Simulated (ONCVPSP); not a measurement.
# Logarithmic derivatives: vanadium, ONCV

ONCVPSP 4.0.1 input, shortened (lines: element, Z, core and valence counts, functional; n l f; lmax; l rc ep ncon nbas qcut; lloc lpopt rc5 dvloc0; l nproj debl; icmod fcfact rcfact), PBE, scalar-relativistic:

```
  V 23.00    3    4        4      upf
    1    0    2.00
    2    0    2.00
    2    1    6.00
    3    0    2.00
    3    1    6.00
    3    2    3.00
    4    0    2.00
    3
    0    1.25    0.00    4    8    7.70
    1    1.45    0.00    4    7   11.50
    2    1.20    0.00    5    9   10.80
    3    1.10    0.07    3    8   10.70
    4    4    0.95    2.00
    0    2    1.80
    1    2    1.80
    2    2    3.70
    3    1    1.50
    1    0.65    0.00
```

The phase is arctan(r·R′/R) of the radial function R(r), unwrapped; energies in Ha, scanned from -4 to 5 Ha. A pole is an energy at which the radial function vanishes at the test radius. The pseudo phase is shifted by a multiple of π to meet the all-electron one at the reference energy, and phase errors are pseudo minus all-electron; the curves can meet again beyond the range given. Levels narrower than the energy grid can be missing from the lists of poles.

```json
{"channel": "s", "radius (bohr)": "1.27", "reference energy (Ha)": "-0.17", "poles, all-electron": "-1.00", "poles, pseudo": "-1.00", "unbroken range about the reference energy with phases within 0.05 rad": "the whole range", "phase error 1 Ha above the reference energy (rad)": "-0.000"}
{"channel": "p", "radius (bohr)": "1.47", "reference energy (Ha)": "-1.62", "poles, all-electron": "-0.76", "poles, pseudo": "-0.76", "unbroken range about the reference energy with phases within 0.05 rad": "the whole range", "phase error 1 Ha above the reference energy (rad)": "+0.000"}
{"channel": "d", "radius (bohr)": "1.22", "reference energy (Ha)": "-0.19", "poles, all-electron": "1.78", "poles, pseudo": "1.78", "unbroken range about the reference energy with phases within 0.05 rad": "the whole range", "phase error 1 Ha above the reference energy (rad)": "+0.000"}
{"channel": "f", "radius (bohr)": "1.12", "reference energy (Ha)": "0.07", "poles, all-electron": "none", "poles, pseudo": "none", "unbroken range about the reference energy with phases within 0.05 rad": "the whole range", "phase error 1 Ha above the reference energy (rad)": "+0.000"}
```

Phases in the d channel:

```tsv
E (Ha)	all-electron	pseudo
-3.98	1.116	1.117
-3.50	1.062	1.062
-3.02	0.986	0.986
-2.54	0.875	0.875
-2.06	0.700	0.700
-1.58	0.403	0.403
-1.10	-0.077	-0.077
-0.62	-0.623	-0.623
-0.14	-1.011	-1.011
0.34	-1.243	-1.243
0.82	-1.389	-1.389
1.30	-1.491	-1.491
1.78	-1.570	-1.570
2.26	-1.638	-1.638
2.74	-1.702	-1.702
3.22	-1.769	-1.769
3.70	-1.846	-1.846
4.18	-1.944	-1.944
4.66	-2.080	-2.080
```
